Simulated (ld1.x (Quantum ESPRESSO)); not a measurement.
Reading a pseudo-wave (platinum)

Columns: radius, all-electron u(r) and pseudo u(r) of the 5s shell (level -102.39 eV) of platinum in the configuration [Kr] 4d10 4f14 5s2 5p6 5d9 6s0.75 6p0.25; PBE, scalar-relativistic, TM scheme, ld1.x (Quantum ESPRESSO) 7.5.

```
r (bohr)  all-electron  pseudo
   0.098        0.2232  0.1370
   0.195        0.1435  0.2743
   0.292       -0.6067  0.4149
   0.390       -0.5518  0.5612
   0.488       -0.0037  0.7101
   0.585        0.5666  0.8543
   0.682        0.9688  0.9834
   0.780        1.1775  1.0812
   0.878        1.2285  1.1276
   0.975        1.1761  1.1119
   1.072        1.0663  1.0382
   1.170        0.9298  0.9220
   1.268        0.7891  0.7880
   1.365        0.6577  0.6577
   1.463        0.5390  0.5390
   1.560        0.4376  0.4376
   1.658        0.3513  0.3513
   1.755        0.2808  0.2808
   1.852        0.2231  0.2231
   1.950        0.1760  0.1760
   2.047        0.1387  0.1387
   2.145        0.1087  0.1087
   2.242        0.0851  0.0851
   2.340        0.0664  0.0664
   2.438        0.0516  0.0516
   2.535        0.0402  0.0402
```

Q: How many radial nodes do the two functions have?

A: The all-electron 5s function has n − l − 1 = 4 (the table is too coarse to show those close to the nucleus); the pseudo-wave has 0, since the states of the same l below it are removed with the core.

Q: At about which radius was the pseudo-wave matched?

A: 1.45 bohr, where the columns begin to agree (steps of 0.10 bohr).

Q: Is the pseudo-wave norm-conserving?

A: Yes: the TM scheme keeps the norm inside the radius equal to the all-electron one, which fixes the energy derivative of the logarithmic derivative at the level.
